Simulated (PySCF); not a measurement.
Precursor series Mo Cl-F. Isolated molecules, 0 K electronic values unless said otherwise.

The charge on the central atom (Mulliken) from two functionals at the same geometries (TPSS-D3(BJ)/def2-SVP), both in PySCF: PBE-D3(BJ)/def2-TZVP and B3LYP-D3(BJ)/def2-TZVP. B3LYP has the VWN-RPA correlation part, as in Gaussian. 

```json
[
 {"species": "0 of 6 Cl replaced by F ([Mo(Cl)6])", "PBE-D3(BJ)/def2-TZVP (e)": "0.69", "B3LYP-D3(BJ)/def2-TZVP (e)": "0.92"},
 {"species": "3 of 6 Cl replaced by F", "PBE-D3(BJ)/def2-TZVP (e)": "1.27", "B3LYP-D3(BJ)/def2-TZVP (e)": "1.53"},
 {"species": "5 of 6 Cl replaced by F ([Mo(Cl)(F)5])", "PBE-D3(BJ)/def2-TZVP (e)": "1.63", "B3LYP-D3(BJ)/def2-TZVP (e)": "1.91"},
 {"species": "6 of 6 Cl replaced by F ([Mo(F)6])", "PBE-D3(BJ)/def2-TZVP (e)": "1.82", "B3LYP-D3(BJ)/def2-TZVP (e)": "2.11"}
]
```

Over these rows, drawn at random from the members with no instability flagged (it was tested for open shells, ions and some series alone), PBE minus B3LYP-D3(BJ): mean -0.26 e, from -0.29 e to -0.23 e.
